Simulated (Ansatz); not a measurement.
Molecule: ethenylboronic acid, C2H5BO2, net charge 0, singlet state. 
Geometry from a B3LYP-D3(BJ)/def2-TZVP (Ansatz, an electronic-structure program) optimisation:
```xyz
10

C      2.0292     0.0201     0.3028
C      0.8568    -0.6031     0.4104
B     -0.5128    -0.0248    -0.0674
O     -0.6727     1.2027    -0.6590
O     -1.6268    -0.7923     0.1158
H      2.1242     1.0086    -0.1392
H      2.9586    -0.4180     0.6481
H      0.8474    -1.5902     0.8649
H      0.1416     1.7019    -0.7644
H     -2.4280    -0.3631    -0.2056
```

Property: vertical triplet-singlet gap (E(triplet) - E(singlet); each state is the SCF solution reached for its spin), in eV. Valence correlation only, unless marked. Open shells are spin-unrestricted. Spin-orbit coupling is left out. Non-relativistic. CBS(X,Y): correlation extrapolated as X^-3; Hartree-Fock from the larger set. [CCSD(T)-MP2]/basis is that difference in the basis named.

```json
[
 {"level": "HF/aug-cc-pVQZ", "program": "Ansatz", "vertical triplet-singlet gap (eV)": "3.13"},
 {"level": "wB97X-V/def2-TZVPD", "program": "Ansatz", "vertical triplet-singlet gap (eV)": "4.21"},
 {"level": "B2PLYP/def2-TZVPD", "program": "Ansatz", "vertical triplet-singlet gap (eV)": "4.20"},
 {"level": "SCS-MP2/aug-cc-pVTZ", "program": "Ansatz", "vertical triplet-singlet gap (eV)": "4.44"}
]
```

Q: Predict the RI-MP2/CBS(aug-cc-pVTZ,aug-cc-pVQZ)+[CCSD(T)-MP2]/aug-cc-pVTZ result (Ansatz).

A: 4.31 eV, so SCS-MP2/aug-cc-pVTZ differs from it by 0.13 eV.
